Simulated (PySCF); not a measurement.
## Radial density of P⁺ (phosphorus, charge +1)

UHF, [Ne] 3s1 3p2 4s1, high-spin 5P determinant (an excited configuration). Calculation: PySCF 2.14, in aug-cc-pVQZ-DK; scalar relativity by spin-free X2C-1e.

```csv
r (bohr),4πr²ρ (e/bohr),4πr²(ρα − ρβ)
0.00163,0.08351,0.0003
0.00275,0.2189,0.0008
0.00462,0.5646,0.0021
0.00777,1.410,0.0053
0.0131,3.321,0.0124
0.0220,7.071,0.0263
0.0370,12.65,0.0462
0.0622,16.94,0.0597
0.105,14.83,0.0647
0.176,10.79,0.1717
0.296,14.78,0.4055
0.498,13.47,0.1517
0.838,3.843,0.2808
1.41,1.992,1.8461
2.37,1.090,1.0898
3.99,0.3460,0.3460
6.71,0.09641,0.0964
11.3,0.0007443,0.0007
```

Densities and radii are taken from the X2C orbitals without a picture-change correction, which distorts them close to the nucleus.

The outer electron is Rydberg-like, and this basis confines it to a smaller radius and binds it less than a complete one would.
